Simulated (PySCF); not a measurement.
# Frontier orbitals and the lowest excitations

C₃H₈GeSi.
SMILES with atom numbers: `[CH3:1][C:2]#[C:3][GeH2:4][SiH3:5]` (hydrogens: H6, H7, H8 on C1; H9, H10 on Ge4; H11, H12, H13 on Si5)

Geometry (PBE0-D3(BJ)/def2-SVP, Å), atoms numbered from 1 in this order:
```
atom  x, y, z in Å
C1     2.929   -0.828    0.117
C2     1.684   -0.107   -0.081
C3     0.644    0.507   -0.246
Ge4   -1.017    1.382   -0.511
Si5   -2.727   -0.272   -0.413
H6     3.738   -0.394   -0.492
H7     2.823   -1.886   -0.170
H8     3.243   -0.792    1.172
H9    -0.997    2.082   -1.884
H10   -1.197    2.455    0.578
H11   -4.073    0.345   -0.627
H12   -2.490   -1.298   -1.472
H13   -2.703   -0.937    0.925
```

Level of theory: PySCF, TDDFT wB97X-D/def2-SVPD, vertical, gas phase, core orbitals frozen in the response. The wB97X-D/def2-SVPD calculation is non-relativistic and has no spin–orbit coupling, an omission that weighs most on germanium.

Kohn–Sham orbitals with the atoms that hold most of them (Löwdin shares over 4%, at most four atoms; ? is withheld):

| orbital | ε (eV) | atoms |
| --- | --- | --- |
| LUMO+2 | 1.97 | Ge4 27%, C3 15%, C2 14%, Si5 12% |
| LUMO+1 | 1.79 | Si5 25%, Ge4 21%, C2 14%, C3 12% |
| LUMO | 1.71 | ? |
| HOMO | ? | ? |
| HOMO-1 | -9.44 | C3 38%, C2 36%, C1 7%, Ge4 7% |
| HOMO-2 | -10.61 | Ge4 25%, Si5 22%, C3 19%, C2 12% |
| HOMO-3 | -11.38 | Si5 22%, Ge4 21%, H12 13%, H13 13% |

Task: Give the leading atoms of the HOMO.

Result: C3 (bonded to C and Ge) 29%; C2 (bonded to 2 C) 28%; Ge4 (bonded to C, Si and 2 H) 12%; Si5 (bonded to Ge and 3 H) 12%. By element: carbon 56% or more, germanium 12%, silicon 12%.

Task: Give the leading atoms of the LUMO.

Result: Ge4 (bonded to C, Si and 2 H) 32%; Si5 (bonded to Ge and 3 H) 19%; C3 (bonded to C and Ge) 9%; H9 (bonded to Ge) 8%.

Task: What is the HOMO energy, and the HOMO–LUMO gap?

Result: ε(HOMO) = -9.14 eV; the gap is 10.85 eV (0.3988 hartree).

Task: The HOMO–LUMO gap is 10.85 eV. Where does the response calculation put the lowest singlet, and from which orbitals?

Result: S1 is at 6.00 eV (f = 0.0007), 4.86 eV below the gap, made of HOMO→LUMO+2 (49%), HOMO-1→LUMO+1 (17%), HOMO→LUMO+5 (10%). Its leading pair isn't HOMO and LUMO; the energies of that pair differ by 11.12 eV. 

Next come S2 at 6.23 eV (f 0.019), HOMO→LUMO+1 (34%), HOMO-1→LUMO+2 (32%); S3 at 6.25 eV (f 0.0019), HOMO-1→LUMO+1 (42%), HOMO→LUMO+2 (22%); S4 at 6.89 eV (f 0.022), HOMO→LUMO (70%), HOMO→LUMO+1 (11%); S5 at 7.14 eV (f 0.0010), HOMO-1→LUMO (65%), HOMO-1→LUMO+1 (13%), HOMO-1→LUMO+4 (10%).

Time: 96 s of wall time (with the writing of density and orbital grids); peak memory 0.98 GiB. Hardware: an Arm Neoverse V1 with one thread, shared host.
